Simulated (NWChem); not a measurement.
**Plane-wave run on BeBr2 (rutile type)**

```
CELL_PARAMETERS angstrom
      5.38926     0.00000     0.00000
      0.00000     5.38926     0.00000
      0.00000     0.00000     3.47071
ATOMIC_POSITIONS crystal
  Be 0.00000 0.00000 0.00000
  Be 0.50000 0.50000 0.50000
  Br 0.30496 0.30496 0.00000
  Br 0.80496 0.19504 0.50000
  Br 0.19504 0.80496 0.50000
  Br 0.69504 0.69504 0.00000
```

All runs are NWChem calculations. Origin of the cell: lattice set by a structure generator, not relaxed at this level; this structure type may not be the compound's usual one.

Norm-conserving pseudopotentials with valence charges Be 2, Br 7, fixed occupations, no spin-orbit coupling, density cut at twice the wavefunction cutoff.

The filled d shells of Br are in the core.

Level: revPBE, default library, cutoff 30 Ha, density from a 2×2×4 mesh. Bands run along Γ–X–M–Γ–Z–R–A–Z with k in units of the cell's reciprocal vectors.

Q: What gap does the band structure show, and how wide is the group of occupied bands?

A: It shows an indirect gap along this path of 3.45 eV from Γ to (0.00, 0.00, 0.29) (smallest direct gap on this path 3.49 eV). The 16 occupied bands reach 17.2 eV below the valence-band top.
